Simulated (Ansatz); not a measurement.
Cartesian coordinates in Å:
```
C 0.2347 -0.5763 -1.3300
B 0.1109 0.5775 -0.2828
F 0.3599 1.8200 -0.7173
Al -0.3901 0.3496 1.8137
H 1.1225 -1.1741 -1.0826
H -0.6089 -1.2715 -1.2728
H 0.3408 -0.2210 -2.3587
H -1.9005 0.4242 2.3178
H 0.7307 0.0713 2.9126
```

Total charge 0; spin multiplicity 1.

(1) List the r2SCAN/def2-TZVPP orbital energies in eV (the Gaussian-basis code of Ansatz). (An estimate is asked.)

Answers

(1) The calculation gave: Occupied: -1516.80, -666.44, -272.59, -181.62, -110.33, -70.72, -70.43, -70.41, -31.75, -18.46, -13.72, -11.68, -11.42, -10.77, -10.19, -10.01, -9.18, -7.46, -6.12. Lowest empty: -2.17, -1.73, 0.95, 1.11, 1.68, 2.19, 2.39, 3.24.
